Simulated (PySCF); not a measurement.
**TDDFT excited states: BH6NO2Si**

BH6NO2Si.
SMILES: `N[SiH2]B(O)O`

The calculation used TDDFT PBE0/def2-SVPD, vertical, gas phase, core orbitals frozen in the response (PySCF). One conformer (not necessarily the lowest) at the PBE0-D3(BJ)/def2-SVP geometry, without solvent, vibrations or thermal averaging. Torsions of this conformer, `[NH2:1][SiH2:2][B:3]([OH:4])[OH:5]`: N1–Si2–B3–O4 99°, H–N1–Si2–B3 -53°, H–N1–Si2–B3 173°, H–O4–B3–Si2 -178°, H–O5–B3–Si2 -1°.

Question: List the vertical singlet excitations with oscillator strengths and describe the spectrum.

Answer: 

```json
{"state": "S1", "E (eV)": "5.47", "E (kJ/mol)": "528", "λ (nm)": "226.5", "f": "0.0044", "main configurations (H = HOMO, L = LUMO)": "H→L (99%)"}
{"state": "S2", "E (eV)": "6.48", "E (kJ/mol)": "625", "λ (nm)": "191.3", "f": "0.0065", "main configurations (H = HOMO, L = LUMO)": "H→L+1 (56%), H-1→L (39%)"}
{"state": "S3", "E (eV)": "6.54", "E (kJ/mol)": "631", "λ (nm)": "189.5", "f": "0.031", "main configurations (H = HOMO, L = LUMO)": "H-1→L (59%), H→L+1 (39%)"}
{"state": "S4", "E (eV)": "7.16", "E (kJ/mol)": "691", "λ (nm)": "173.1", "f": "0.012", "main configurations (H = HOMO, L = LUMO)": "H→L+2 (93%)"}
{"state": "S5", "E (eV)": "7.24", "E (kJ/mol)": "698", "λ (nm)": "171.3", "f": "0.014", "main configurations (H = HOMO, L = LUMO)": "H→L+3 (84%)"}
{"state": "S6", "E (eV)": "7.34", "E (kJ/mol)": "708", "λ (nm)": "168.9", "f": "0.047", "main configurations (H = HOMO, L = LUMO)": "H-1→L+1 (87%)"}
{"state": "S7", "E (eV)": "7.64", "E (kJ/mol)": "737", "λ (nm)": "162.3", "f": "0.0022", "main configurations (H = HOMO, L = LUMO)": "H→L+4 (65%), H→L+5 (20%)"}
{"state": "S8", "E (eV)": "7.72", "E (kJ/mol)": "745", "λ (nm)": "160.6", "f": "0.0089", "main configurations (H = HOMO, L = LUMO)": "H-2→L (86%)"}
{"state": "S9", "E (eV)": "7.73", "E (kJ/mol)": "746", "λ (nm)": "160.3", "f": "0.043", "main configurations (H = HOMO, L = LUMO)": "H→L+5 (69%), H→L+4 (22%)"}
{"state": "S10", "E (eV)": "7.93", "E (kJ/mol)": "765", "λ (nm)": "156.3", "f": "0.036", "main configurations (H = HOMO, L = LUMO)": "H-1→L+2 (65%), H-3→L (19%)"}
```

Triplets (Tamm–Dancoff): T1 5.00 eV, H→L (78%), H-1→L (17%); T2 5.61 eV, H-1→L (71%), H→L (19%); T3 6.37 eV, H→L+1 (86%); T4 6.85 eV, H→L+2 (57%), H→L+3 (18%).

The lowest singlet lies at 5.47 eV (226 nm, ultraviolet) and is very weak; its leading configuration is HOMO→LUMO (99%). The strongest level in the table is S6 at 7.34 eV (169 nm, f = 0.047). Löwdin shares by element: HOMO nitrogen 53%, hydrogen 17% or more, silicon 17%; LUMO boron 26%, silicon 25%, oxygen 21% (atoms not listed hold the other 29%). Of the 10 states listed, 6 reach f = 0.01 and none stays under 0.0005. The listed states span 2.46 eV, and the widest gap between neighbours is 1.01 eV (S1 to S2). Weighted by f, the mean energy of these states is 7.34 eV. All these states lie below the vertical ionisation energy of 9.44 eV (ΔSCF). Singlets were solved by full linear response, triplets in the Tamm–Dancoff approximation.
